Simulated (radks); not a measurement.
Q: The mean radii <r> (bohr) of the occupied orbitals of an atom or ion are listed with their occupations. Calculated with a radial shooting solver on a logarithmic mesh with Libxc functionals: scalar-relativistic Kohn-Sham, PBE, spin-polarised, spherical densities, finite nucleus; Fermi nuclear charge, rms radius of each element as measured or else 0.836 A^(1/3) + 0.57 fm.

| orbital | occ. | <r> |
|---|---|---|
| 1s up | 1 | 0.02232 |
| 1s down | 1 | 0.02232 |
| 2s up | 1 | 0.09512 |
| 2s down | 1 | 0.09512 |
| 2p up | 3 | 0.08389 |
| 2p down | 3 | 0.08389 |
| 3s up | 1 | 0.2497 |
| 3s down | 1 | 0.2494 |
| 3p up | 3 | 0.2481 |
| 3p down | 3 | 0.2479 |
| 3d up | 5 | 0.2261 |
| 3d down | 5 | 0.2258 |
| 4s up | 1 | 0.5663 |
| 4s down | 1 | 0.5661 |
| 4p up | 3 | 0.5997 |
| 4p down | 3 | 0.5996 |
| 4d up | 5 | 0.6545 |
| 4d down | 5 | 0.6551 |
| 5s up | 1 | 1.374 |
| 5s down | 1 | 1.399 |
| 5p up | 3 | 1.617 |
| 5p down | 3 | 1.661 |
| 4f up | 7 | 0.9524 |
| 6s up | 1 | 4.217 |
| 6s down | 1 | 4.374 |

Name the element and its charge.

A: Z = 63, europium, charge 0: Eu in [Xe] 4f(up 7, down 0) 6s2. The 1s radius gives Z: for a bare nucleus <r> = (2 gamma + 1)/(2Z) with gamma = sqrt(1 - (Z/c)^2), 0.02203 bohr for Z = 63, and screening makes it slightly larger (0.02232 here). The occupations add up to 63, and the charge is Z minus that.
